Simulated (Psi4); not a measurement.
Psi4 input (wB97X-D/6-31G*):

```
memory 1500 MB

molecule {
1 1
F    -0.04514898    1.56520838    0.01877883
C    -0.00856108    0.29679236    0.00356081
Cl    1.45882399   -0.42502430   -0.00382508
Cl   -1.43190004   -0.50836567   -0.00737341
symmetry c1
no_reorient
no_com
}

set {
  basis 6-31G*
  reference rks
  scf_type pk
  dft_radial_points 99
  dft_spherical_points 590
  e_convergence 1e-8
  d_convergence 1e-7
  maxiter 150
}

e = energy('wb97x-d')
print_out(f'\nFINAL {e:.10f} DIPOLE {variable("CURRENT DIPOLE")[0]:.6f} {variable("CURRENT DIPOLE")[1]:.6f} {variable("CURRENT DIPOLE")[2]:.6f}\n')
```

### Question
Predict the final energy.

### Answer
-1057.88541 Eh.
